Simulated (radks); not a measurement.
Values are calculated unless marked as measured or tabulated.
Coulomb parameter of the 3d shell of neutral scandium in the model configuration [Ar] 3d1.5 4s1.5, as a second difference U = [E(n + 0.25) + E(n - 0.25) - 2 E(n)] / (0.25)^2 with all orbitals relaxed. "Bare": the charge of the atom changes with n. "Screened": the 4s shell takes up the change at fixed total charge, which measures U(3d,3d) + U(4s,4s) - 2 U(3d,4s). Code: a radial shooting solver on a logarithmic mesh with Libxc functionals. Model: Dirac Kohn-Sham, PBEsol, spin-unpolarised, spherical densities, finite nucleus; open shells are shared between the two j in proportion to 2j + 1; Fermi nuclear charge, rms radius 3.5459 fm.

| case | configuration | E - E(n) (eV) |
|---|---|---|
| start | [Ar] 3d1.5 4s1.5 | 0.000 |
| bare +0.25 | [Ar] 3d1.75 4s1.5 | -0.311 |
| bare -0.25 | [Ar] 3d1.25 4s1.5 | 0.768 |
| screened +0.25 | [Ar] 3d1.75 4s1.25 | 0.464 |
| screened -0.25 | [Ar] 3d1.25 4s1.75 | -0.387 |

U(bare) = 7.317 eV, U(screened by 4s) = 1.235 eV. The step up makes a negative ion, whose loosely bound charge lowers the bare value.
